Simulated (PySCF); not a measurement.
# UHF on Ta²⁺ (tantalum, charge +2)

Configuration: [Xe] 4f14 5d2 6p1, one real determinant (an excited configuration). Calculation: PySCF 2.14, in x2c-TZVPPall; scalar relativity by spin-free X2C-1e.

| Item | Value |
| --- | --- |
| Total energy | -15599.024530 hartree |
| One-electron energy | -21363.7448 hartree |
| Hartree (Coulomb) energy | 6079.9629 hartree |
| Exchange energy | -315.2427 hartree |
| ⟨S²⟩ | 3.7539 |
| ⟨L²⟩ | 14.010 |
| Sum of ⟨r⟩ | 39.28 bohr |
| Sum of ⟨r²⟩ | 49.82 bohr² |
| Traceless quadrupole moment −½Σ⟨3z² − r²⟩ along its main axis | -5.78 e·bohr² |
| Langevin diamagnetic susceptibility | -39.5 ×10⁻⁶ cm³/mol |

| shell | electrons | mean orbital energy (eV) | spread (eV) | rms radius, mean of both spins (bohr) |
| --- | --- | --- | --- | --- |
| 1s α | 1 | -67788.0 | 0 | 0.0211 |
| 1s β | 1 | -67788.0 | 0 | 0.0211 |
| 2s α | 1 | -11802.2 | 0 | 0.0853 |
| 2s β | 1 | -11802.0 | 0 | 0.0853 |
| 2p α | 3 | -10371.9 | 0.018 | 0.0775 |
| 2p β | 3 | -10371.7 | 0.024 | 0.0775 |
| 3s α | 1 | -2780.6 | 0 | 0.218 |
| 3s β | 1 | -2780.6 | 0 | 0.218 |
| 3p α | 3 | -2345.8 | 0.008 | 0.220 |
| 3p β | 3 | -2345.7 | 0.057 | 0.220 |
| 3d α | 5 | -1821.6 | 0.250 | 0.201 |
| 3d β | 5 | -1821.4 | 0.098 | 0.201 |
| 4s α | 1 | -614.83 | 0 | 0.488 |
| 4s β | 1 | -614.62 | 0 | 0.488 |
| 4p α | 3 | -469.04 | 0.016 | 0.519 |
| 4p β | 3 | -468.82 | 0.121 | 0.519 |
| 4d α | 5 | -275.83 | 0.589 | 0.564 |
| 4d β | 5 | -275.51 | 0.290 | 0.564 |
| 5s α | 1 | -107.96 | 0 | 1.18 |
| 5s β | 1 | -105.77 | 0 | 1.18 |
| 5p α | 3 | -69.665 | 0.100 | 1.37 |
| 5p β | 3 | -66.303 | 0.432 | 1.37 |
| 4f α | 7 | -60.839 | 0.149 | 0.702 |
| 4f β | 7 | -60.562 | 0.367 | 0.702 |
| 5d α | 2 | -27.742 | 0.136 | 2.05 |
| 6p α | 1 | -16.565 | 0 | 3.80 |

⟨L²⟩ = 14.01 against 20 for a pure G term, so this real determinant mixes terms. Spin-orbit coupling, absent here, splits the open shell strongly.

Densities and radii are taken from the X2C orbitals without a picture-change correction, which distorts them close to the nucleus.

Spin-orbit constants ζ (cm⁻¹) from the X2C one-electron operator on these orbitals: bare nucleus, nucleus screened by l(l+1)(2l+1)/3 electrons, and screened by the Breit-Pauli mean field of the electrons.

```json
{"shell": "2p", "bare": "6431000", "screened nucleus": "6255000", "mean field": "n/a"}
{"shell": "3p", "bare": "1398000", "screened nucleus": "1360000", "mean field": "n/a"}
{"shell": "3d", "bare": "218700", "screened nucleus": "188700", "mean field": "n/a"}
{"shell": "4p", "bare": "317100", "screened nucleus": "308400", "mean field": "n/a"}
{"shell": "4d", "bare": "42730", "screened nucleus": "36870", "mean field": "n/a"}
{"shell": "4f", "bare": "7255", "screened nucleus": "4472", "mean field": "n/a"}
{"shell": "5p", "bare": "42010", "screened nucleus": "40860", "mean field": "n/a"}
{"shell": "5d", "bare": "2852", "screened nucleus": "2461", "mean field": "n/a"}
{"shell": "6p", "bare": "4536", "screened nucleus": "4411", "mean field": "n/a"}
```

To first order the Landé constant is A = 982.8 cm⁻¹, so the lowest level has J = 5/2 and lies 0.914 eV below the centre of the term. This holds in LS coupling only.
